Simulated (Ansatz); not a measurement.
The same bond dissociation along the group O, S, Se.

Program: Ansatz. Geometries: PBE0-D4/def2-TZVP. ΔE: electronic, gas phase. CCSD(T)/CBS adds triple-zeta CCSD(T) − MP2 to the extrapolated MP2 energy (def2 sets, frozen cores). This one scheme is used for every species. DFT in def2-TZVPP. Open shells (•) are unrestricted, without spin–orbit coupling. def2 core potentials past Kr. For In, Se outer-core shells are correlated without core-valence functions, which leaves a few kJ/mol of doubt a bond. Scalar relativity is left out up to krypton.

```json
{"reaction": "`[OH][InH2]` → `[InH2]`• + `[OH]`•", "r2SCAN-D4 (kcal/mol)": "92.5", "ωB97X-V (kcal/mol)": "96.6", "CCSD(T)/CBS(def2) (kcal/mol)": "99.9"}
{"reaction": "`[SH][InH2]` → `[InH2]`• + `[SH]`•", "r2SCAN-D4 (kcal/mol)": "80.1", "ωB97X-V (kcal/mol)": "83.4", "CCSD(T)/CBS(def2) (kcal/mol)": "84.6"}
{"reaction": "`[SeH][InH2]` → `[InH2]`• + `[SeH]`•", "r2SCAN-D4 (kcal/mol)": "75.4", "ωB97X-V (kcal/mol)": "77.5", "CCSD(T)/CBS(def2) (kcal/mol)": "80.5"}
```

Largest T1 diagnostic: 0.018, for `[InH2]`•.
